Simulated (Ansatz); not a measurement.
Start from `[GaH2][NH][SiH2]Br` and change one atom or group to get `[AlH2][NH][SiH2]Br`.

Ansatz, PBE0-D4/def2-TZVP geometries, multiplicity 1. Each molecule was computed in one conformer, which needn't be the lowest.

Scalar relativity is left out up to krypton. Spin–orbit coupling is left out; it splits and shifts lone-pair levels of the heavy atoms by tenths of an eV.

| property | `[GaH2][NH][SiH2]Br` |
| --- | --- |
| HOMO–LUMO gap (PBE/def2-TZVPP) / eV | 4.59 |
| size of the dipole moment (PBE/def2-TZVPP) / D | 2.14 |
| size of the dipole moment (ωB97M-V/def2-TZVPP) / D | 2.35 |
| LUMO energy (B3LYP/def2-TZVPP) / eV | -1.63 |
| HOMO energy (PBE/def2-TZVPP) / eV | -6.74 |
| zero-point energy (PBE0-D4/def2-TZVP) / kJ/mol | 127.6 |

Problem. What does the change do to each property? (An estimate is asked.)

Solution. The calculation gave: 
| property | `[AlH2][NH][SiH2]Br` | shift |
| --- | --- | --- |
| HOMO–LUMO gap (PBE/def2-TZVPP) / eV | 4.89 | 0.30 |
| size of the dipole moment (PBE/def2-TZVPP) / D | 1.89 | -0.25 |
| size of the dipole moment (ωB97M-V/def2-TZVPP) / D | 2.03 | -0.32 |
| LUMO energy (B3LYP/def2-TZVPP) / eV | -1.41 | 0.22 |
| HOMO energy (PBE/def2-TZVPP) / eV | -6.85 | -0.11 |
| zero-point energy (PBE0-D4/def2-TZVP) / kJ/mol | 127.6 | 0.0 |

With PBE0 the HOMO falls by 0.14 eV and the LUMO rises by 0.16 eV, so the gap widens by about 0.30 eV. PBE moves the HOMO by -0.11 eV and ωB97M-V by -0.13 eV. Dipoles are sizes alone; their direction can turn.

Positive LUMOs are unbound, so they and the gaps depend on the basis.

B3LYP here is the variant with VWN-RPA as its local correlation; programs differ in this.
